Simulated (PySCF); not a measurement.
## Worked example: entropy of an ideal gas

H2OSi, SMILES O=[SiH2] (connectivity only; charge and spin as stated), charge +1, multiplicity 2.

Geometry optimised at PBE-D3(BJ)/def2-TZVP. The multiplicity is an assumed one; other spin states were not compared.

PBE-D3(BJ)/def2-TZVP (PySCF) gives the harmonic wavenumbers 403, 604, 766, 940, 2115, 2181 cm⁻¹ and the rotational temperatures 6.6142, 0.8309, 0.7382 K. The molar mass is 46.10 g/mol, the symmetry number 2, the spin multiplicity 2.

Q: Work out the entropy at 298.15 K and 1 atm in the rigid-rotor, harmonic-oscillator model.

A: 
Translation (Sackur–Tetrode at 1 atm): S = R[1.5 ln M + 2.5 ln T − 1.16487] = 156.5 J/(mol K).
Rotation: q = (√π/σ) T^1.5/√(θA θB θC) = 2270, S = R[ln q + 3/2] = 76.7 J/(mol K).
Vibration: with u = 1.4388 ν/T, each mode gives R[u/(e^u − 1) − ln(1 − e^−u)]:
```tsv
ν (cm⁻¹)	modes	u	S (J/(mol K))
403	1	1.94	3.98
604	1	2.91	1.85
766	1	3.70	0.99
940	1	4.54	0.50
```
The stiffer modes add less than 0.005 each. Sum 7.3 J/(mol K).
Spin: R ln 2 = 5.8 J/(mol K).
Total 246.3 J/(mol K); the program's own thermochemistry gives 246.3. Translation makes up 64 % and vibration 3 %. Anharmonicity, hindered rotation and orbital degeneracy are left out.
